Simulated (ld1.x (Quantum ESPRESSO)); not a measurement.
Values are calculated unless marked as measured or tabulated.
**Potentials for Al compared**

Generated with ld1.x 7.5 (TM, RRKJ, ultrasoft, PAW), atompaw 4.2 or ONCVPSP 4.0.1. The cutoff is in Ry: for ld1.x and atompaw files where the sum of valence levels is converged to 10 mRy in a Bessel basis, for ONCV files where the hardest occupied wave has 1 mHa per electron of residual kinetic energy. The error is the largest all-electron minus pseudo excitation energy over each file’s own four to seven test configurations (ionisations up to +4, promotions, holes and added fractions of an electron), all of which were solved. The labels leave out finer settings (local radius, basis sizes, second energies), which also bear on the numbers. Spin-polarised tests are not counted. The rows are a selection from randomly drawn settings: files with unsolved tests, undetermined cutoffs or missed reference levels are left out.

A true bound ghost makes a file unfit for plane-wave use even where its test errors are small: the radial tests pick states by their node count and pass the ghost by.

```tsv
potential	cutoff (Ry)	largest error (meV)	bound ghosts
ultrasoft, BLYP, scalar-relativistic, rc 2.25/2.55/2.00 (spd), local smoothed, core correction yes, reference 3s2 3p1	6	+64	none
TM, PW91, scalar-relativistic, rc 1.95/2.00 (sp), local s, core correction yes, reference 3s1 3p0	10	+31	none
TM semilocal, Wu–Cohen, scalar-relativistic, rc 2.00/2.75/3.00 (spd), local s, core correction yes, reference 3s1.5 3p1.5	10	+10	none
ultrasoft, PBEsol, non-relativistic, rc 2.00/2.65/2.95 (spd), local smoothed, core correction no, reference 3s2 3p0	8	+8.7	none
PAW, LDA (PZ), non-relativistic, rc 2.05/3.10/2.50 (spd), local smoothed, core correction yes, reference 3s2 3p1	6	-27	s
```

Problem. Fill in the row for Al: ultrasoft, BP86, non-relativistic, rc 2.10/2.45/2.20 (spd), local smoothed, core correction yes, reference 3s2 3p0.5.

Solution. cutoff 6 Ry, largest error -6.1 meV, bound ghosts: none.
